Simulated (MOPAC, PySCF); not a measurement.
Stepwise substitution at one centre (In H-F). Isolated molecules, 0 K electronic values unless said otherwise. Strings in code marks are SMILES.

Quantity: vertical ionisation energy (energy after one electron is removed minus that of the parent at the parent's geometry), in eV.

Level 1: r2SCAN-D4/def2-TZVP (PySCF)
Level 2: B3LYP/6-31G* (LANL2DZ on In) // r2SCAN-D4/def2-TZVP (PySCF)
Level 3: minus the HOMO energy of PM6 // r2SCAN-D4/def2-TZVP (MOPAC)
Level 4: minus the HOMO energy of r2SCAN-D4/def2-TZVP (PySCF)

```tsv
species	level 2	level 3	level 4
`[F][InH][F]`	12.01	13.69	8.64
```

What does level 1 give for each?


- `[F][InH][F]`: 12.03
